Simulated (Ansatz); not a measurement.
A nudged elastic band was laid between two geometries of BClF$_{2}$H$_{4}$OSi (10 atoms, charge 0, multiplicity 1).

The calculation used RKS PBE0/cc-pVDZ (Ansatz 0.2.0).

```yaml
movable_images: 7
climbing_image: yes
spring: 5.0 eV/Å²
optimiser: quadratic models (default)
start_path: through a guess of the saddle point
force_threshold: 0.05 eV/Å
iteration_limit: 60
end_points: relaxed
```

Image 0:

```xyz
10
Properties=species:S:1:pos:R:3
B -0.066 -0.124 0.244
Cl -0.153 0.480 1.973
F 0.923 0.426 -0.497
F -1.282 -0.226 -0.394
O 0.334 -1.713 0.411
Si -0.776 -2.920 -0.253
H -0.118 -4.204 0.129
H -2.110 -2.784 0.386
H -0.766 -2.694 -1.718
H 0.674 -1.865 1.307
```

Image 8:

```xyz
10
Properties=species:S:1:pos:R:3
B -0.469 -0.144 -0.511
Cl 1.541 -1.299 2.882
F 0.066 1.003 -0.122
F -1.243 -0.148 -1.599
O -0.230 -1.278 0.183
Si -0.852 -2.847 -0.195
H -0.288 -3.731 0.861
H -2.343 -2.794 -0.137
H -0.376 -3.233 -1.556
H 0.854 -1.153 1.783
```

(1) What changes between the two ends?

(2) Give the energies along the band, and the barrier.

(3) What is the geometry of the highest image?

(4) What are the harmonic wavenumbers there?

The band took 23 iterations and roughly 18 core-minutes.

## Answers

(1) Bonds broken: B1–Cl2, O5–H10. Bonds formed: Cl2–H10. BClF2H4OSi becomes BF2H3OSi + ClH.

(2) The forces met the threshold. The highest image is number 2 of 0 to 8, 66.3 kJ/mol above the first end and 84.9 kJ/mol above the last; the last end lies 18.6 kJ/mol below the first. A vibrational analysis at the climbing image gives one clearly imaginary mode, 958i cm⁻¹: a first-order saddle point. The orbitals stay closed-shell, which can raise the energy where a bond breaks towards radicals; this wasn't checked here.

| image | path coordinate (Å) | energy (kJ/mol) | B1–Cl2 (Å) | O5–H10 (Å) | Cl2–H10 (Å) |
| --- | --- | --- | --- | --- | --- |
| 0 | 0.00 | 0.0 | 1.83 | 0.97 | 2.57 |
| 1 | 0.54 | 13.1 | 1.90 | 0.99 | 2.06 |
| 2 | 1.08 | 66.3 | 2.21 | 1.25 | 1.53 |
| 3 | 1.79 | 4.2 | 2.87 | 1.86 | 1.31 |
| 4 | 2.50 | -9.7 | 3.40 | 2.07 | 1.30 |
| 5 | 3.21 | -14.3 | 3.75 | 2.01 | 1.30 |
| 6 | 3.92 | -16.9 | 3.98 | 1.96 | 1.30 |
| 7 | 4.62 | -18.2 | 4.08 | 1.94 | 1.30 |
| 8 | 5.33 | -18.6 | 4.11 | 1.94 | 1.30 |

(3) 
```xyz
10
Properties=species:S:1:pos:R:3
B -0.018 -0.255 -0.009
Cl 0.069 0.038 2.183
F 0.980 0.470 -0.511
F -1.275 -0.002 -0.406
O 0.281 -1.669 0.269
Si -0.746 -2.980 -0.254
H 0.003 -4.206 0.137
H -2.053 -2.882 0.456
H -0.894 -2.854 -1.730
H 0.313 -1.283 1.454
```

(4) 958i, 67, 107, 125, 196, 235, 359, 420, 472, 612, 684, 744, 792, 859, 920, 930, 940, 967, 1237, 1414, 1590, 2253, 2274, 2279 cm⁻¹.

The run took 4.7 min on 4 threads of Arm Neoverse V2 (shared host), peak memory 0.28 GiB.
